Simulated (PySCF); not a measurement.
Isomers of C5H8NPSi.

All values: PBE0/def2-SVPD (PySCF) at GFN2-xTB geometries, gas phase, one conformer each. Core orbitals are frozen in the response; Δα² is half the sum of the squared differences of the principal polarisabilities.

Question: Rank by dipole moment, highest first.
A. `[SiH3:1][PH:2][c:3]1[cH:4][cH:5][cH:6][n:7][cH:8]1` with Si1–P2–C3–C4 106°
B. `[SiH3:1][PH:2][c:3]1[cH:4][cH:5][cH:6][cH:7][n:8]1` with Si1–P2–C3–C4 -162°
C. `Cc1cpcnc1[SiH3]`
D. `CC1=PC=C([SiH3])C=N1`

Answer: B (2.98 D), A (2.39 D), C (2.04 D), D (0.78 D).

Question: Rank by polarisability anisotropy Δα, highest first.
A. `n1c([SiH3])c(C)cpc1`
B. `Cc1ccpc([SiH3])n1`
C. `[SiH3:1][PH:2][c:3]1[cH:4][cH:5][cH:6][n:7][cH:8]1` with Si1–P2–C3–C4 106°
D. `CC1=CN=CP=C1[SiH3]`
E. `c1nc(pcc1[SiH3])C`

Answer: E (10.82 Å³), A (10.30 Å³), B (9.52 Å³), D (8.90 Å³), C (8.49 Å³).

All values together:

```
           SMILES  μ (D)  HOMO (eV)  LUMO (eV)  α (Å³)  Δα (Å³)
  [SiH3]Pc1cccnc1   2.39      -6.85      -1.07   17.54     8.49
  Cc1cpcnc1[SiH3]   2.04      -6.82      -2.01   17.45    10.30
  Cc1cncpc1[SiH3]   2.14      -6.98      -1.96   17.13     8.90
Cc1ccpc([SiH3])n1   2.42      -6.73      -1.83   17.60     9.52
Cc1ncc([SiH3])cp1   0.78      -7.00      -1.86   17.64    10.82
  [SiH3]Pc1ccccn1   2.98      -6.74      -1.11   17.53     9.72
```

Conformers: `[SiH3:1][PH:2][c:3]1[cH:4][cH:5][cH:6][n:7][cH:8]1` with Si1–P2–C3–C4 106°; `[SiH3:1][PH:2][c:3]1[cH:4][cH:5][cH:6][cH:7][n:8]1` with Si1–P2–C3–C4 -162°.
